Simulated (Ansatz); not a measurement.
Two isomers of C2H10Si3: A = `C[Si@H]1C[Si@@H]1[SiH3]`, B = `C=C[SiH]([SiH3])[SiH3]`.

Calculated with Ansatz (gas phase, PBE0-D4/def2-TZVP geometries, no zero-point term in ΔE). CBS: MP2 limit from def2 TZ/QZ plus the TZ coupled-cluster correction, frozen cores. DFT in def2-TZVPP. B3LYP here is the variant with VWN-RPA as its local correlation; programs differ in this. Each species was taken in one conformer, which may not be the lowest.

Which isomer does CCSD(T)/CBS put lower? Give the gap. (Estimate.)

The calculation gave: B, by 25.9 kJ/mol.

Give E(B) − E(A) in kJ/mol with HF/def2-TZVPP, CCSD(T)/def2-TZVPP, r2SCAN-D4, B3LYP, PBE-D4, B3LYP-D4, CCSD/def2-TZVPP. (An estimate is asked.)

Ansatz gave: HF/def2-TZVPP -105.3, CCSD(T)/def2-TZVPP -29.9, r2SCAN-D4 -5.3, B3LYP -44.7, PBE-D4 3.6, B3LYP-D4 -37.2, CCSD/def2-TZVPP -40.6. The order is the other way round with PBE-D4.

Largest T1 diagnostic: 0.014.

From PBE to PBE0 (25 % exact exchange), in def2-TZVPP and without D4, E(B) − E(A) moves by −5.2 kJ/mol. The D4 term adds +7.5 kJ/mol with B3LYP and +3.5 kJ/mol with PBE0; it sums over pairs of atoms, weighted by their polarisabilities, and B3LYP, whose exchange is more repulsive, gets the larger term.
